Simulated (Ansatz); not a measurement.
Coupled-cluster diagnostics for MoSe2⁺, Ansatz.

Geometry of the doublet (PBE-D4/def2-TZVP):

Cartesian coordinates in Å:
```
Mo -1.255 0.413 -0.431
Se 0.251 -1.299 0.268
Se 1.004 0.886 0.163
```

In the def2 sets Mo takes a core potential; there is no spin–orbit coupling. Correlated methods freeze 18 core orbitals; core or outer-core shells of Mo, Se are correlated, in sets that lack core-valence functions. In CCSD on the charge 1 doublet the largest single amplitude is 0.24, so its Hartree–Fock determinant may place the open shell otherwise than the density functionals do. No other spin state of charge 1 was run. The geometry of the doublet was relaxed on an unsound state (⟨S²⟩ 1.80, where a pure state has 0.75). Another isomer (doublet) lies 0.76 eV lower at PBE0-D4/def2-TZVP; other spin states weren't run for this one.

Q: Estimate the CCSD(T) correlation energy, the shares of MP2 and (T), T1 and the reference's ⟨S²⟩ for: charge 1, doublet, own geometry in def2-TZVP; and the rough time on 4 threads of Arm Neoverse V2 on a shared host.

A: 
| state | basis | correlation (eV) | MP2 share (%) | (T) share (%) | T1 | ⟨S²⟩ (pure) | wall time | remarks |
| --- | --- | --- | --- | --- | --- | --- | --- | --- |
| charge 1, doublet, own geometry | def2-TZVP | -24.233 | 93.3 | 5.3 | 0.037 | 2.71 (0.75) | 2.5 min | flagged by the program, spin-contaminated (⟨S²⟩ 2.71) |
Customary marks for T1 are 0.02 (closed shells), 0.045 (open shells) and about 0.05 (3d metals). T1 exceeds 0.02 in 1 of 1 rows and 0.045 in 0; the higher it lies, the less the single-reference result can be trusted.
